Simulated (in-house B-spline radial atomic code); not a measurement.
Radial electron density of Sn¹³⁺, [Kr] 4d1. Level of theory: scalar-relativistic (X2C) LDA VWN5, spin-polarised, spherical fractional occupations, Fermi nucleus of rms radius 4.6519 fm; calculated with an all-electron radial atomic-structure program (B-spline basis).

One-electron X2C: radii and densities carry no picture-change correction, so inner-shell <1/r> comes out high (for 1s by about 2 % at Z = 33, 5 % at 54, 10 % at 75, 30 % at 118) and <r> low.

Columns: r (bohr), 4πr²n(r) (electrons per bohr), bar.

```
0.000855    1.759 #
 0.00103    2.373 #
 0.00125    3.227 ##
 0.00151    4.341 ##
 0.00183     5.84 ###
 0.00221    7.768 ####
 0.00267    10.27 ######
 0.00323    13.48 #######
 0.00391    17.52 #########
 0.00472    22.39 ############
 0.00571    28.25 ###############
  0.0069    34.92 ###################
 0.00835    42.25 #######################
  0.0101    49.68 ###########################
  0.0122    56.47 ###############################
  0.0148    61.86 #################################
  0.0178     64.7 ###################################
  0.0216    64.68 ###################################
  0.0261    62.01 ##################################
  0.0315    58.19 ###############################
  0.0381    55.68 ##############################
  0.0461    57.26 ###############################
  0.0558    64.06 ###################################
  0.0674    73.81 ########################################
  0.0815    81.32 ############################################
  0.0986    80.94 ############################################
   0.119    71.87 #######################################
   0.144    60.15 #################################
   0.174    55.33 ##############################
   0.211    60.45 #################################
   0.255     66.9 ####################################
   0.308    62.84 ##################################
   0.372    46.45 #########################
    0.45     28.2 ###############
   0.544    18.89 ##########
   0.658    17.47 #########
   0.796    15.79 #########
   0.962    10.44 ######
    1.16     4.65 ###
    1.41    1.241 #
     1.7   0.2096 
    2.06  0.01871 
    2.49 0.0008878 
    3.01 1.97e-05
```

On this grid the curve has 3 maxima, near 0.0178, 0.0815, 0.255 bohr.

The 4p down radial function P(r) = rR(r), positive near the nucleus:

| r (bohr) | P |
| --- | --- |
| 0.00103 | 0.001433 |
| 0.00151 | 0.002694 |
| 0.00221 | 0.005117 |
| 0.00323 | 0.009764 |
| 0.00472 | 0.01864 |
| 0.0069 | 0.03538 |
| 0.0101 | 0.06617 |
| 0.0148 | 0.1202 |
| 0.0216 | 0.2065 |
| 0.0315 | 0.3272 |
| 0.0461 | 0.4562 |
| 0.0674 | 0.503 |
| 0.0986 | 0.3193 |
| 0.144 | -0.1667 |
| 0.211 | -0.6865 |
| 0.308 | -0.5955 |
| 0.45 | 0.3409 |
| 0.658 | 1.236 |
| 0.962 | 1.08 |
| 1.41 | 0.3699 |
| 2.06 | 0.04148 |
